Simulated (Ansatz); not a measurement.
Ansatz (a quantum-chemistry and plane-wave program) input:
A basis named .json is the Basis Set Exchange file of that set.

Ansatz 0.2 input:
```yaml
crystal:
  periodic: [false, false, false]
  atoms:
    - {symbol: C, position_ang: [2.39954363, -0.61613925, 0.00165295]}
    - {symbol: C, position_ang: [1.14964102, -0.73103051, -0.87180361]}
    - {symbol: N, position_ang: [-0.06680464, -0.17584421, -0.28368749]}
    - {symbol: Si, position_ang: [-0.43562709, 1.49784399, -0.49452352]}
    - {symbol: C, position_ang: [-0.59654491, -0.95422810, 0.83247394]}
    - {symbol: C, position_ang: [-2.04163023, -0.61967308, 1.17361601]}
    - {symbol: H, position_ang: [3.26231796, -1.05515307, -0.50445187]}
    - {symbol: H, position_ang: [2.62743602, 0.43044278, 0.21536088]}
    - {symbol: H, position_ang: [2.27294789, -1.13435128, 0.95336683]}
    - {symbol: H, position_ang: [0.96527328, -1.78666815, -1.10473926]}
    - {symbol: H, position_ang: [1.33098602, -0.23091005, -1.82490514]}
    - {symbol: H, position_ang: [0.34945449, 1.95418690, -1.66388070]}
    - {symbol: H, position_ang: [-0.08001758, 2.35315524, 0.67420000]}
    - {symbol: H, position_ang: [-1.87809730, 1.72050610, -0.74971972]}
    - {symbol: H, position_ang: [0.01801952, -0.83351362, 1.73620238]}
    - {symbol: H, position_ang: [-0.53357850, -2.01372061, 0.55847751]}
    - {symbol: H, position_ang: [-2.15121065, 0.40924870, 1.52375700]}
    - {symbol: H, position_ang: [-2.68970229, -0.75261566, 0.30644027]}
    - {symbol: H, position_ang: [-2.39347404, -1.27308819, 1.97339766]}
basis:
  gaussian:
    orbitals: cc-pwCVTZ.json
magnetization: {spin_polarized: false}
correlation: {method: ccsd_t, frozen_orbitals: {C: 0, H: 0, N: 0, Si: 1}}
```

Problem. What final total energy does it print?

Solution. -504.20271 Eh (CCSD(T,core; 1s of Na to Cl frozen)/cc-pwCVTZ).
